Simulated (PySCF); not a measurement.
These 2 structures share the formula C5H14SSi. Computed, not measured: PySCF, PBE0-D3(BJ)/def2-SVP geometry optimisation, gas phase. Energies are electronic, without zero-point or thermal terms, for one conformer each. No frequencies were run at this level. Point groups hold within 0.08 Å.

Question: Order them by energy at this level, lowest first, and give relative energies in kcal/mol.
A. `[CH3:1][S:2][SiH2:3][C:4]([CH3:5])([CH3:6])[CH3:7]` with C1–S2–Si3–C4 180°
B. `[CH3:1][C:2]([CH3:3])([CH3:4])[CH2:5][S:6][SiH3:7]` with C2–C5–S6–Si7 -177°

Answer: A (0.0), B (4.1).

As drawn, the lower has an Si–C bond, which the higher lacks; the higher has a quaternary carbon, which the lower lacks.

```csv
SMILES,E (Eh),E rel (kcal/mol),dipole (D),point group,"A, B, C (MHz)"
CS[SiH2]C(C)(C)C,-885.82771,0.0,0.89,Cs,"3311, 948.7, 894.5"
CC(C)(C)CS[SiH3],-885.82114,4.1,1.46,near Cs,"3486, 842.1, 808.4"
```

Q: How do the relative energies change in single points at PBE0/pcSseg-1 (no added dispersion term) on the same geometries?

A: 
| SMILES | PBE0-D3(BJ)/def2-SVP (kcal/mol) | PBE0/pcSseg-1 (kcal/mol) | shift |
| --- | --- | --- | --- |
| CS[SiH2]C(C)(C)C | 0.0 | 0.0 | 0.0 |
| CC(C)(C)CS[SiH3] | 4.1 | 3.9 | -0.2 |

Each column counts from its own lowest isomer. The order is unchanged; the largest shift is 0.2 kcal/mol.

Q: As an exercise, what shares would exp(−E/RT) give at 500 K from these electronic energies alone (no entropy, no degeneracies)?

A: RT = 0.994 kcal/mol: CS[SiH2]C(C)(C)C 98.4 %, CC(C)(C)CS[SiH3] 1.6 %.
